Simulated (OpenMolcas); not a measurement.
Tc5+ among 6 point charges of -0.75 e arranged as an octahedron (Oh), 1.96 Å from the ion.

```
Program             : OpenMolcas
Method              : CASSCF
Basis               : ANO-RCC-VDZP [6s5p3d1f]
Scalar Hamiltonian  : DKH2, point nucleus
Active space        : 2 electrons in 5 orbitals (4d)
State averaging     : 2S+1 = 3 even, 10 roots; 2S+1 = 1 even, 15 roots
Spin-orbit coupling : RASSI with atomic mean-field integrals over the reference wave functions
```

What is the spin-free ground state (labels of O, the rotations of Oh)?

3T1, 3-fold in its orbital part, 99 % from free-ion F terms; it has the highest spin that d2 allows.

Where is the first state of the same spin?

3T2 at 2770 cm-1 above the ground state.

What are the lowest two levels with spin-orbit coupling?

A 2-fold level E, then a 3-fold level T2 439.6 cm-1 above it. Their leading multiplicities are 3 (99 %) and 3 (99 %).

What is χT at 300 K, and how does it compare with the textbook value?

The lowest level has 2S+1 = 3, for which the spin-only value is χT = S(S+1) / 2 = 1.000 cm3 K/mol (g = 2). The computed 0.158 at 300 K differs by -0.842, through orbital momentum, spin-orbit coupling and any other state in reach. With a threefold ground state the orbital momentum is unquenched, so the spin-only value is not expected to hold.

Which ligand-field parameters describe the states?

A least-squares ligand-field fit to the states below 45000 cm-1, each weighted by its degeneracy and with a free common offset, gives 10Dq = 3353 cm-1, B = 939 cm-1 and C = 3821 cm-1 (C/B = 4.07), with an rms deviation of 17 cm-1. 

An orbital triplet at a regular site is open to Jahn-Teller coupling, which can distort the site and quench the lowest spin-orbit gaps and is left out. Without dynamic correlation the repulsion within the d shell is too large (B by tens of per cent), so at a given field states of lower spin stand too high. This field is weak: 10Dq is about 3353 cm-1, while octahedral complexes of 4d ions of charge 3 and more, computed by the same method with explicit ligands, had a median near 25000 cm-1. Ground spin and moment need not be those of a real site. Point charges carry no covalency, so the field is a model and not that of real ligands. No measured value stands beside these numbers.
